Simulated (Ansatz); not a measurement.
Gas-phase electronic energies from Ansatz, PBE0-D4/def2-TZVP geometries. CBS: MP2 limit from def2 TZ/QZ plus the TZ coupled-cluster correction, frozen cores. Functionals use def2-TZVPP. Each species was taken in one conformer, which may not be the lowest.

Consider the formal exchange of groups at the Si–S bond: `[SiH3][SiH2]SCS` + `CCC` → `CC[SiH2][SiH3]` + `CSCS`.

Problem. Is it downhill or uphill in electronic energy at CCSD(T)/CBS, and by how much? (An estimate is asked.)

Solution. Ansatz gave: Uphill: ΔE = +69.6 kJ/mol.

Problem. What do these levels give: LDA (SPW92), BLYP-D4, r2SCAN-D4, B97M-V, PBE0-D4, BHLYP-D4, ωB97X-V, PBE-QIDH, r2SCAN, LC-ωPBE, MP2/def2-SVP, SCS-MP2/def2-QZVPP? (An estimate is asked.)

Solution. The calculation gave: LDA (SPW92) 69.1, BLYP-D4 67.4, r2SCAN-D4 68.6, B97M-V 70.2, PBE0-D4 70.0, BHLYP-D4 72.5, ωB97X-V 66.6, PBE-QIDH 70.1, r2SCAN 67.7, LC-ωPBE 64.5, MP2/def2-SVP 78.8, SCS-MP2/def2-QZVPP 69.3 kJ/mol.

Largest T1 diagnostic among the species: 0.012.

At CCSD(T), def2-SVP lies +7.7 kJ/mol from the extrapolated value and def2-TZVPP −1.6 kJ/mol. The D4 term adds +6.9 kJ/mol with B3LYP and +3.7 kJ/mol with PBE0; it sums over pairs of atoms, weighted by their polarisabilities, and B3LYP, whose exchange is more repulsive, gets the larger term. Leaving LDA and LC-ωPBE aside and taking each functional with its dispersion term where it has one, the values, not all of them listed here, spread over 6.9 kJ/mol, from B2PLYP to BHLYP-D4. LDA lies +5.0 kJ/mol from PBE without D4.

B3LYP here is the variant with VWN-RPA as its local correlation; programs differ in this.
